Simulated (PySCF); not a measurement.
**Bond length, frequency and bond energy of SrB by level of theory**

State: ⁴Σ⁻ (quartet), unpaired electrons σ ↑, π ↑↑. Set-up: basis Sr def2-SVP with ECP28, B def2-SVP; scalar-relativistic core potentials; PySCF 2.14. De refers to Sr + B in their high-spin ground configurations, without counterpoise correction. The functionals are run spin-unrestricted. A positive dipole means Sr(−)B(+).

```json
{"Level": "ROHF", "Re (Å)": "2.590", "ωe (cm⁻¹)": "387", "De (eV)": "0.51", "μ (D)": "-3.62"}
{"Level": "ROHF-MP2", "Re (Å)": "2.529", "ωe (cm⁻¹)": "404", "De (eV)": "0.403", "μ (D)": "n/a"}
{"Level": "ROHF-SCS-MP2", "Re (Å)": "2.538", "ωe (cm⁻¹)": "401", "De (eV)": "0.186", "μ (D)": "n/a"}
{"Level": "ROHF-CCSD", "Re (Å)": "2.528", "ωe (cm⁻¹)": "407", "De (eV)": "0.295", "μ (D)": "n/a"}
{"Level": "ROHF-CCSD(T)", "Re (Å)": "2.527", "ωe (cm⁻¹)": "406", "De (eV)": "0.342", "μ (D)": "n/a"}
{"Level": "PBE", "Re (Å)": "2.464", "ωe (cm⁻¹)": "432", "De (eV)": "1.26", "μ (D)": "-5.45"}
{"Level": "PW91", "Re (Å)": "2.462", "ωe (cm⁻¹)": "434", "De (eV)": "1.30", "μ (D)": "-5.42"}
{"Level": "r²SCAN", "Re (Å)": "2.472", "ωe (cm⁻¹)": "431", "De (eV)": "1.46", "μ (D)": "-5.52"}
{"Level": "TPSSh", "Re (Å)": "2.472", "ωe (cm⁻¹)": "435", "De (eV)": "1.12", "μ (D)": "-5.45"}
{"Level": "PBE0", "Re (Å)": "2.467", "ωe (cm⁻¹)": "431", "De (eV)": "1.06", "μ (D)": "-5.30"}
{"Level": "B2PLYP", "Re (Å)": "2.508", "ωe (cm⁻¹)": "408", "De (eV)": "0.474", "μ (D)": "-4.04"}
```

The bond length runs from 2.462 Å (PW91) to 2.590 Å (ROHF). De spans 0.19 eV (ROHF-SCS-MP2, perturbation theory) to 1.46 eV (r²SCAN, meta-GGA). Correlation at CCSD(T) changes the Hartree–Fock bond energy by -0.17 eV; the triples alone change it by +0.04 eV.

Correlated steps freeze 1 core orbital. Correlated levels converge slowly with the basis: in double zeta they bind strong bonds too weakly, by up to about 1 eV, and carry superposition errors of some tenths. Spin–orbit coupling is left out. B2PLYP dipoles, levels and charges come from its SCF part alone. The CCSD T1 diagnostic is raised, a sign that a single reference may not be enough here. The state was picked by a PBE0 search and need not be the measured ground state.

The whole job (state search and all levels along the bond) took about 2 min on 1 thread of Arm Neoverse N1 (shared host), peak memory 0.43 GiB.
